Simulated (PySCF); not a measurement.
```xyz
5
charge 0 multiplicity 3, angstrom
Cr    0.0000    0.0000    0.0000
F    -0.9717   -0.9717    0.9717
F    -0.9717    0.9717   -0.9717
F     0.9717    0.9717    0.9717
F     0.9717   -0.9717   -0.9717
```

Level of theory: UPBE0 in PySCF with Cr def2-SVP, F def2-SVP; no relativity; density-fitted integrals.

This geometry of CrF₄ is a stationary point at this level.

(1) What is the point group?

(2) Is it a minimum?

(3) List the harmonic modes with their infrared intensities.

(4) What are the dipole moment and the gap between the highest occupied and lowest empty levels of either spin?

(5) Give the atomic charges and bond orders.

Results:

(1) Td.

(2) Yes: all harmonic wavenumbers are real.

(3) 
```json
{"symmetry": "t2", "ω (cm⁻¹)": "213", "IR (km/mol, summed over degenerate members)": "79.2", "type": "bend"}
{"symmetry": "e", "ω (cm⁻¹)": "213", "IR (km/mol, summed over degenerate members)": "0.0", "type": "bend"}
{"symmetry": "a1", "ω (cm⁻¹)": "751", "IR (km/mol, summed over degenerate members)": "0.0", "type": "stretch"}
{"symmetry": "t2", "ω (cm⁻¹)": "825", "IR (km/mol, summed over degenerate members)": "532", "type": "stretch"}
```

(4) 0.00 D and 5.75 eV.

(5) 
```tsv
atom	Mulliken	Löwdin	polar tensor	spin (Mulliken)	Mayer order to Cr1
Cr1	1.41	0.49	2.39	1.86	–
F2,3,4,5	-0.35	-0.12	-0.60	0.04	1.01
```

This need not be the most stable arrangement of these atoms. With open d or f shells other occupations or spin states may lie lower.
